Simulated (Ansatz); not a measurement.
The cluster Be4O3, relaxed as a singlet with RKS PBE0-D4/def2-SVP in Ansatz, starting from the GFN1-xTB geometry. Force threshold 0.02 eV/Å.

The structure comes from a short search, and lower isomers may exist.

Start:

```xyz
7

Be    1.312    1.228   -0.479
Be   -0.864   -1.078    0.851
Be    1.314    0.347    1.270
Be   -0.865    0.039   -1.374
O     0.283    0.921   -1.405
O    -1.464   -0.879   -0.442
O     0.285   -0.579    1.578
```

| step | energy (eV) | largest force component (eV/Å) | SCF passes |
| --- | --- | --- | --- |
| 1 | -7737.8614 | 1.679 | 14 |
| 2 | -7738.1834 | 1.184 | 19 |
| 3 | -7738.5088 | 0.529 | 24 |
| 4 | -7738.5476 | 0.232 | 19 |
| 5 | -7738.5505 | 0.078 | 21 |
| 6 | -7738.5509 | 0.015 | 14 |

Force components are those of the run's own axes.

End:

Cartesian coordinates in Å:
```
Be 1.194 1.183 -0.567
Be -0.748 -0.984 0.837
Be 1.195 0.251 1.287
Be -0.750 0.085 -1.289
O 0.270 1.048 -1.678
O -1.433 -0.860 -0.432
O 0.272 -0.722 1.841
```

By distances, no bond broke or formed. The bond that changes most is Be1–Be3, from 1.96 to 2.08 Å (atoms count from 1).

No frequencies were taken in this run, so the end may be a saddle point.

It took 3.7 s on 4 threads of Arm Neoverse V2 on a shared host.
